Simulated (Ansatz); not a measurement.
Method: frozen-core CCSD(T)/cc-pVTZ // B3LYP-D3(BJ)/def2-TZVP (Ansatz, a program for electronic structure).

Ansatz 0.2 input:
```yaml
crystal:
  periodic: [false, false, false]
  atoms:
    - { symbol: O, position_ang: [0.135659, 1.465954, -0.818686] }
    - { symbol: C, position_ang: [-0.093766, 0.477298, -0.188358] }
    - { symbol: S, position_ang: [-1.606669, 0.311381, 0.753064] }
    - { symbol: S, position_ang: [1.000164, -0.941998, -0.090072] }
    - { symbol: H, position_ang: [-1.363386, -0.91853, 1.23762] }
    - { symbol: H, position_ang: [1.927998, -0.394105, -0.893567] }
basis:
  gaussian: { orbitals: cc-pVTZ }
correlation:
  method: ccsd_t
```

Output:

```
Functional definition: HF
912 factors; integrals over basis functions are off by at most 1.1e-3 eV
mean field evaluation 1: about -24732.0773 eV, gradient 3.9e1 eV
mean field evaluation 2: about -24732.3554 eV, gradient 3.9e1 eV
mean field evaluation 4: about -24735.8407 eV, gradient 3.8e0 eV
mean field evaluation 8: about -24735.9460 eV, gradient 4.8e-1 eV
mean field evaluation 16: about -24735.9484 eV, gradient 1.8e-6 eV
mean field -24735.94838448 eV, -909.0293365016 hartree, gradient 1.8e-6 eV, S^2 0.000000; 0 other end points of the search recorded, 0 dependent functions left out
12 core orbitals not correlated
reference -24735.94838448 eV, -909.0293365016 hartree; 12, 12 occupied and 132, 132 virtual orbitals, 912 factors
second order -20.15591014 eV of doubles, -0.00000000 eV of singles
cycle   1  -20.21677769 eV  change   -6.1e-2 eV  update   1.2e-1
cycle   2  -20.80515973 eV  change   -5.9e-1 eV  update   4.2e-2
cycle   3  -20.96226259 eV  change   -1.6e-1 eV  update   2.1e-2
cycle   4  -20.94894123 eV  change    1.3e-2 eV  update   5.7e-3
cycle   5  -20.94533649 eV  change    3.6e-3 eV  update   2.6e-3
cycle   6  -20.94612097 eV  change   -7.8e-4 eV  update   9.1e-4
cycle   7  -20.94542563 eV  change    7.0e-4 eV  update   3.5e-4
cycle   8  -20.94537598 eV  change    5.0e-5 eV  update   1.3e-4
cycle   9  -20.94541527 eV  change   -3.9e-5 eV  update   6.2e-5
cycle  10  -20.94540091 eV  change    1.4e-5 eV  update   2.1e-5
perturbative correction -1.05491315 eV, -0.0387673432 hartree
Total energy: -24757.94869854 eV, -909.8378331309 hartree
```

Cost: about 40 core-seconds (a rough figure).
